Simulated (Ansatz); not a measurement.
Geometry optimisation, Ansatz, UKS PBE0-D4/def2-SVP.

Input:

```yaml
crystal:
  periodic: [false, false, false]
  atoms:
    - { symbol: Ge, position_ang: [0.0, 0.0, 0.0] }
    - { symbol: H, position_ang: [0.0, 0.0, 1.8] }
    - { symbol: H, position_ang: [1.4616, 0.0, -0.5162] }
    - { symbol: H, position_ang: [-0.73, 1.2648, -0.5162] }
    - { symbol: H, position_ang: [-0.73, -1.2648, -0.5162] }
    - { symbol: H, position_ang: [0.0, 0.0, 2.76] }
magnetization:
  spin_polarized: true
  initial_magnetization: 1
basis:
  gaussian: { orbitals: def2-SVP }
hamiltonian:
  xc: pbe0
  dispersion: d4
relax:
  f_tol: 0.15
  max_steps: 25
  restrain:
    - { distance: [1, 5], at: 1.86, k: 30.0 }
    - { distance: [0, 1], at: 1.55, k: 30.0 }
output:
  orbitals: {}
```

Run as:

```bash
$ ansatz run input.yaml --threads 1 --pin off --max-ram 2048MiB --backend cpu --events-out ev --progress --plain --runs-dir out
```

Question: Where does it end, and by what steps?

Answer: It converged. The restraints hold the end off the free minimum. After 3 steps the energy has risen by 0.243 eV (the restraints' own energy left out); H6 moved furthest, 0.59 Å.

```csv
step,energy less start (eV),largest force component (eV/Å),accepted
0,0.0000,1.357,yes
1,0.2549,0.161,yes
2,0.2943,1.051,yes
3,0.2432,0.117,yes
```

```xyz
6
Properties=species:S:1:pos:R:3
Ge 0.000 0.000 -0.066
H 0.000 0.000 1.483
H 1.448 0.000 -0.584
H -0.724 1.254 -0.584
H -0.724 -1.254 -0.584
H 0.000 0.000 3.346
```

Time of the run: 9.4 s on 1 thread of Arm Neoverse V1, with other jobs on the host, peak memory 0.13 GiB.
